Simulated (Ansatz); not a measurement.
Basis sets compared for ZnMe(NH2) (CH5NZn). Charge 0, multiplicity 1. Geometry r2SCAN-D4/def2-TZVP. Ansatz on 4 threads of Intel Xeon on a shared host; times are rough, and most runs start from earlier orbitals.

```csv
atom,x (Å),y (Å),z (Å)
Zn1,0.060,0.224,0.189
C2,-0.223,-1.270,-0.979
H3,-1.106,-1.125,-1.605
H4,-0.361,-2.189,-0.403
H5,0.639,-1.414,-1.636
N6,0.442,1.563,1.358
H7,-0.229,1.768,2.086
H8,0.778,2.443,0.990
```

Binding counts from free atoms (Zn singlet, C triplet, H doublet, N quartet) in the same basis, without a counterpoise term.

```tsv
level	functions	energy (Eh)	HOMO (eV)	LUMO (eV)	binding per atom (eV)	wall time
PBE-D4/def2-SVP	84	-1874.5299	-4.63	-0.39	3.28	1.2 s
PBE0-D4/def2-SVP	84	-1874.5700	-6.11	0.32	3.22	1.6 s
```

(1) Estimate the rows for PBE-D4/def2-TZVP, PBE0-D4/def2-TZVP (with forces).

Results:

(1) 
| level | functions | energy (Eh) | HOMO (eV) | LUMO (eV) | binding per atom (eV) | wall time |
| --- | --- | --- | --- | --- | --- | --- |
| PBE-D4/def2-TZVP | 140 | -1874.9164 | -5.29 | -0.72 | 3.27 | 2.1 s |
| PBE0-D4/def2-TZVP (with forces) | 140 | -1874.9430 | -6.62 | 0.02 | 3.21 | 3.3 s |
